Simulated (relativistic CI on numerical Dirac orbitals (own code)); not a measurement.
Calculated at this level of theory: Dirac-Coulomb-Breit CI, separate exchange-only KLI orbitals for each configuration, model QED, unscaled Slater integrals (own radial code, finite nucleus).

CI space (outside the closed core [Ne]): 3s2 3p6 3d7, 3s2 3p5 3d8, 3s2 3p4 3d9, 3s 3p6 3d8, 3p6 3d9, 3s 3p5 3d9, 3s2 3p6 3d6 4s, 3s2 3p6 3d6 4p, 3s2 3p6 3d6 4d, 3s2 3p4 3d8 4s, 3s2 3p6 3d6 4f, 3s2 3p5 3d7 4s, 3s2 3p4 3d8 4p, 3s2 3p6 3d5 4s2, 3s2 3p5 3d7 4p, 3s2 3p6 3d5 4s 4p, 3s2 3p4 3d8 4d, 3s 3p5 3d8 4s, 3s2 3p6 3d6 5s, 3s2 3p6 3d5 4p2, 3s2 3p6 3d6 5p, 3s2 3p6 3d5 4s 4d, 3s2 3p5 3d7 4d, 3s 3p5 3d8 4p, 3s 3p6 3d7 4s, 3s2 3p6 3d6 5d, 3s2 3p5 3d6 4s2, 3s 3p5 3d8 4d, 3s2 3p6 3d6 5f, 3s 3p6 3d7 4p, 3p6 3d8 4s, 3s2 3p6 3d6 5g, 3p6 3d8 4p, 3s2 3p6 3d6 6s, 3s2 3p6 3d6 6p, 3s2 3p6 3d6 6d. Levels of other configurations are missing.

At this charge energies of transitions that change n are usually good to better than 1 %, and those within a shell (Δn = 0) to a few per cent. Terms inside the open d or f shell come out 10 to 20 % too wide with unscaled integrals.

Outline of the computed level scheme of Ag XXIII. Lowest level of each configuration: 3s2 3p6 3d7 4F_9/2 at 0.000 eV; 3s2 3p5 3d8 4G°_11/2 at 181.395 eV.

Some strong electric-dipole decays among the lowest 45 levels: 3s2 3p5 3d8 4D°_7/2 → 3s2 3p6 3d7 4F_9/2 (3.9e+11 s⁻¹); 3s2 3p5 3d8 4F°_3/2 → 3s2 3p6 3d7 4F_5/2 (3.3e+11 s⁻¹); 3s2 3p5 3d8 4F°_7/2 → 3s2 3p6 3d7 2G_9/2 (2.8e+11 s⁻¹); 3s2 3p5 3d8 4F°_5/2 → 3s2 3p6 3d7 4F_7/2 (2.3e+11 s⁻¹); 3s2 3p5 3d8 4D°_5/2 → 3s2 3p6 3d7 4F_5/2 (2.2e+11 s⁻¹); 3s2 3p5 3d8 2G°_9/2 → 3s2 3p6 3d7 4F_9/2 (2.1e+11 s⁻¹); 3s2 3p5 3d8 2S°_1/2 → 3s2 3p6 3d7 2P_3/2 (2.1e+11 s⁻¹); 3s2 3p5 3d8 4S°_3/2 → 3s2 3p6 3d7 4P_5/2 (2.1e+11 s⁻¹).

LS names give the leading component of a level, which can be under half, so a name can repeat, a term be missing and a line seem to break the LS rules.
